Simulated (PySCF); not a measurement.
BrSi, charge +1, multiplicity 1.

```xyz
2

Si     0.0000     0.0000    -1.5160
Br     0.0000     0.0000     0.6064
```
Charge +1, spin multiplicity 1.

Geometry: B3LYP-D3(BJ)/def2-TZVP. The spin state was assumed, not searched.

Level of theory: KT2/pcSseg-2 run with PySCF. Non-relativistic, no solvent.

Computed absolute GIAO shielding of each atom: isotropic value and principal components (ppm):
| atom | σ(iso) | σ11 | σ22 | σ33 | span |
|---|---|---|---|---|---|
| Si1 | 81.0 | -318.3 | -318.3 | 879.5 | 1197.9 |
| Br2 | 850.8 | -289.1 | -289.1 | 3130.6 | 3419.6 |
